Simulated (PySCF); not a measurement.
Ligands exchanged one at a time, Si OCH3-C2H5. All species are isolated molecules in the gas phase. One relaxed conformer stands for each flexible species; it need not be the lowest. Strings in code marks are SMILES.

Level of theory: PBE-D3(BJ)/def2-TZVP // B3LYP-D3(BJ)/def2-SVP in PySCF. All candidates: neutral, multiplicity 1. Excitations are Tamm–Dancoff values on a coarser integration grid. The basis has no diffuse functions, so Rydberg states are missing or too high.

```yaml
HOMO: -5.97 eV
S1 excitation (TDA): 6.12 eV
T1 excitation (TDA): 6.02 eV
```

Question: Name which member has these values.
A. `CC[Si](CC)(OC)OC`
B. `CC[Si](OC)(OC)OC`
C. `CO[Si](OC)(OC)OC`
D. `CC[Si](CC)(CC)CC`

Answer: A, `CC[Si](CC)(OC)OC`. The others give `CC[Si](CC)(CC)CC`: -6.36 eV, 6.52 eV, 6.40 eV; `CO[Si](OC)(OC)OC`: -6.46 eV, 6.67 eV, 6.52 eV; `CC[Si](OC)(OC)OC`: -6.36 eV, 6.56 eV, 6.44 eV
